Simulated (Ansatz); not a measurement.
Relaxation of BClF2 (4 atoms, charge 0, multiplicity 1), to a largest force component of 0.02 eV/Å in at most 40 steps.

Level of theory: Ansatz, RKS revPBE-D4/def2-SVP.

```xyz
4
Properties=species:S:1:pos:R:3:forces:R:3
B 0.000 0.000 0.000 1.49 0.00 -0.86
F 0.000 0.000 1.320 0.11 0.00 0.09
Cl 1.611 0.000 -0.930 -1.58 0.00 0.91
F -1.143 0.000 -0.660 -0.02 0.00 -0.14
```

Where does it end, and by what steps?

It converged. After 4 steps the energy has fallen by 0.099 eV; Cl3 moved furthest, 0.07 Å.

| step | energy less start (eV) | largest force component (eV/Å) | accepted |
| --- | --- | --- | --- |
| 0 | 0.0000 | 1.575 | yes |
| 1 | -0.0723 | 1.002 | yes |
| 2 | -0.0838 | 0.362 | yes |
| 3 | -0.0992 | 0.051 | yes |
| 4 | -0.0992 | 0.004 | yes |

```xyz
4
Properties=species:S:1:pos:R:3
B 0.027 0.000 -0.016
F 0.018 0.000 1.312
Cl 1.551 0.000 -0.895
F -1.128 0.000 -0.671
```

Whether the end is a true minimum wasn't checked by a vibrational analysis.

The run took 6.5 s on 1 thread of Arm Neoverse V1, on a shared host, peak memory 0.1 GiB.
